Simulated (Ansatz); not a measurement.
C2H8BGa (`B[CH2][GaH][CH3]`). The species carries charge 0 and has multiplicity 1. Correlated methods include outer-core shells of Ga, which these sets cover unevenly. Scalar relativity is left out up to krypton.

Z-matrix (Å, degrees):
```
C
Ga 1 2.025
B 1 1.507 2 99.7
H 1 1.096 2 99.5 3 119.4
H 1 1.089 2 104.8 3 -124.0
C 2 1.961 1 120.2 3 -61.6
H 2 1.572 1 116.1 3 121.3
H 3 1.201 1 120.7 2 82.6
H 3 1.202 1 120.9 2 -91.6
H 6 1.095 2 108.6 1 91.9
H 6 1.091 2 112.2 1 -149.2
H 6 1.091 2 111.4 1 -26.0
```

(1) Give the diagnostics of a CCSD(T)/def2-TZVPP run (frozen core, Ansatz 0.2.0). (Estimate.)

## Answers

(1) The calculation gave: T1 = 0.0118, largest single amplitude 0.012, largest double 0.027, (T) share of the correlation energy 3.8 %, 9 CCSD cycles. The RHF solution is stable towards an unrestricted one. T1 lies under the customary mark of 0.02 for closed shells.
